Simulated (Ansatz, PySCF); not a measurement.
C₂H₃O₃, SMILES O=C(OC)[O], multiplicity 2. Atoms are numbered in the order given.

```xyz
8

C     -0.0802    -1.7685     0.0000
O      0.6902    -0.5557     0.0000
C      0.0369     0.5914     0.0000
O      0.6913     1.6664     0.0000
O     -1.2037     0.7146     0.0000
H     -1.1571    -1.5533     0.0000
H      0.1906    -2.3387     0.8987
H      0.1906    -2.3387    -0.8987
```
Charge 0, spin multiplicity 2.

Coordinates come from a r2SCAN-D4/def2-SVP optimisation. The isomer is the one that the SMILES or the coordinates give; other isomers of the formula were not compared.

Two levels are set side by side: PBE-D3(BJ)/def2-SVP (Ansatz, a program for electronic structure) and r2SCAN-D4/def2-SVP (PySCF). Each level has its own optimised geometry; the coordinates shown are those of the second. Differences are taken from unrounded values.

```csv
quantity,r2SCAN-D4
mean bond length (Å),1.222
bond C1–O2 (Å),1.437
bond O2–C3 (Å),1.320
bond C3–O4 (Å),1.259
bond C3–O5 (Å),1.247
bond C1–H6 (Å),1.098
bond C1–H7 (Å),1.098
bond C1–H8 (Å),1.098
```

### Question
What does PBE-D3(BJ) give, and how far is it from r2SCAN-D4? (An estimate is asked for; the answer gives what the named calculation found.)

### Answer

```csv
quantity,PBE-D3(BJ),PBE-D3(BJ) minus r2SCAN-D4
mean bond length (Å),1.231,0.008
bond C1–O2 (Å),1.440,0.003
bond O2–C3 (Å),1.331,0.011
bond C3–O4 (Å),1.264,0.005
bond C3–O5 (Å),1.260,0.013
bond C1–H6 (Å),1.107,0.009
bond C1–H7 (Å),1.107,0.009
bond C1–H8 (Å),1.107,0.009
```

On these quantities the two levels nearly agree.
